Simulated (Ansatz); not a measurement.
`C#[C][Sn]([F])([F])[Cl]` + `C[O][SnH2][Br]` → `[F][Sn]([F])([Cl])[Br]` + `C#[C][SnH2][O]C` at 298.15 K and 1 bar (redistribution).

Program: Ansatz. Geometries: PBE0-D4/def2-TZVP. ΔE: electronic, gas phase. CCSD(T)/CBS is the MP2 limit (def2-TZVPP, def2-QZVPP) plus CCSD(T) − MP2 in def2-TZVPP, frozen cores. def2 core potentials past Kr. For Br, Sn outer-core shells are correlated without core-valence functions, which leaves a few kJ/mol of doubt a bond. Scalar relativity is left out up to krypton. Each species was taken in one conformer, which may not be the lowest.

| species | CCSD(T)/CBS energy (Eh) | H − E (kJ/mol) | S (J/(mol·K)) |
| --- | --- | --- | --- |
| `C#[C][Sn]([F])([F])[Cl]` | -950.14131 | 86.7 | 387.2 |
| `C[O][SnH2][Br]` | -2903.61539 | 168.4 | 369.4 |
| `[F][Sn]([F])([Cl])[Br]` | -3446.86348 | 37.4 | 378.5 |
| `C#[C][SnH2][O]C` | -406.88720 | 217.3 | 378.4 |

H − E and S are ideal-gas, rigid-rotor, harmonic terms from PBE0-D4/def2-TZVP, for one conformer and one mirror image of each species. 1 Eh = 2625.50 kJ/mol, R = 8.31446 J/(mol·K).

Question: By hand: ΔE, ΔH, ΔS and ΔG.

Answer: ΔE = (-3446.86348) + (-406.88720) − (-950.14131) − (-2903.61539) = 0.00602 Eh = 15.8 kJ/mol. Δ(H − E) = 37.4 + 217.3 − 86.7 − 168.4 = -0.4, so ΔH = 15.4 kJ/mol. ΔS = 378.5 + 378.4 − 387.2 − 369.4 = 0.3 J/(mol·K). ΔG = 15.4 − 298.15 × (0.3)/1000 = 15.3 kJ/mol.

Question: By hand: the equilibrium constant, and the temperature at which ΔG would vanish if ΔH and ΔS stayed fixed.

Answer: log₁₀ K = −ΔG/(RT ln 10) = -2.7. ΔG = 0 at ΔH/ΔS = 51333 K, far beyond where these terms or the molecules hold.

The number of gas molecules stays the same, so ΔS is small and ΔH decides. A doubt of 5 kJ/mol in ΔE shifts log₁₀ K by 0.9 here. Other conformers and mirror images would add mixing entropy, several J/(mol·K) or more a flexible species. Modes under 60 cm⁻¹, often nearly free rotors, make the harmonic entropy too high. These are equilibria of isolated gas molecules and say nothing of rates. Largest T1 diagnostic: 0.014 (customary marks: 0.02 for closed shells, 0.045 for open ones).
